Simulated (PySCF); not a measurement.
## Core binding energy against partial charge

Species: C7H11PS.
Atom-mapped SMILES: `[CH3:1][c:2]1[s:3][cH:4][p:5][c:6]1[CH:7]([CH3:8])[CH3:9]`

Binding energies: PySCF, delta-SCF UKS SCAN, pcX-2 on the ionised atom, pcseg-1 elsewhere, spin-free X2C. Charges: PBE0/pcSseg-1 ground-state density, for the ionised atom.

```json
{"atom": "C6", "environment": "substituted aromatic carbon", "C 1s (eV)": "289.77", "Mulliken (e)": "-0.357", "IAO (e)": "-0.233", "Hirshfeld (e)": "-0.069", "ESP (e)": "-0.101"}
{"atom": "C4", "environment": "aromatic CH next to a ring sulfur", "C 1s (eV)": "290.16", "Mulliken (e)": "-0.565", "IAO (e)": "-0.576", "Hirshfeld (e)": "-0.151", "ESP (e)": "-0.244"}
{"atom": "C8", "environment": "methyl carbon", "C 1s (eV)": "290.37", "Mulliken (e)": "-0.203", "IAO (e)": "-0.402", "Hirshfeld (e)": "-0.117", "ESP (e)": "-0.542"}
{"atom": "C2", "environment": "substituted aromatic carbon", "C 1s (eV)": "290.62", "Mulliken (e)": "-0.391", "IAO (e)": "-0.147", "Hirshfeld (e)": "-0.023", "ESP (e)": "+0.136"}
{"atom": "C7", "environment": "benzylic-type carbon", "C 1s (eV)": "290.66", "Mulliken (e)": "-0.319", "IAO (e)": "-0.090", "Hirshfeld (e)": "-0.022", "ESP (e)": "+0.487"}
{"atom": "C1", "environment": "benzylic-type carbon", "C 1s (eV)": "291.02", "Mulliken (e)": "-0.154", "IAO (e)": "-0.419", "Hirshfeld (e)": "-0.116", "ESP (e)": "-0.584"}
```

Q: Give the correlation coefficient and slope of binding energy on charge for each scheme.

A: Mulliken: r = 0.53, slope 1.6 eV per e; Hirshfeld: r = 0.15, slope 1.2 eV per e; IAO: r = 0.11, slope 0.3 eV per e; ESP: r = -0.05, slope 0.0 eV per e. Mulliken charges have the highest r, on only 6 points.

Q: The point-charge model writes a binding energy as kq + V + constant, with V the potential of the other atoms' charges at the site. What does it give with the IAO charges?

A: V = Σ 14.40 eV Å × q/r over all other atoms: -0.38 eV at C6, +5.98 eV at C4, +4.15 eV at C8, -1.18 eV at C2, -2.28 eV at C7, +4.90 eV at C1. Fitting binding energy − V to q gives k = 19.0 eV per e and leaves an rms residual of 0.41 eV, against 0.40 eV for the fit on q alone. The model has no term for differences in relaxation between sites.

One conformer (not necessarily the lowest) at the PBE0-D3(BJ)/def2-SVP geometry, without solvent, vibrations or thermal averaging.

Conformer computed: `[CH3:1][c:2]1[s:3][cH:4][p:5][c:6]1[CH:7]([CH3:8])[CH3:9]`: P5–C6–C7–C8 85°.
